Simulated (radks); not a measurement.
Effect of the nuclear size on neutral sulfur, [Ne] 3s2 3p4. Calculated with a radial shooting solver on a logarithmic mesh with Libxc functionals: Dirac Kohn-Sham, exchange-only LDA, spin-unpolarised, spherical densities, finite nucleus; open shells fill j = l - 1/2 first; Fermi nuclear charge, rms radius 3.2611 fm. The rms radius is varied about that value; shifts are against it.

rms radius (fm)	total energy shift (eV)	density at nucleus (e/bohr^3)	1s1/2 shift (meV)	2s1/2 shift (meV)
2.9285	-0.00195	2927	-0.821	-0.058
3.1404	-0.000733	2924	-0.308	-0.022
3.2611	0	2922	0.000	0.000
3.5481	0.00185	2918	0.778	0.055
3.6231	0.00236	2917	0.992	0.070

Slopes of the eigenvalues against <r^2> in GHz/fm^2, as finite differences over the two radii next to the reference (eigenvalue slopes, not the field-shift constants of lines): 1s1/2 96.3, 2s1/2 6.78.
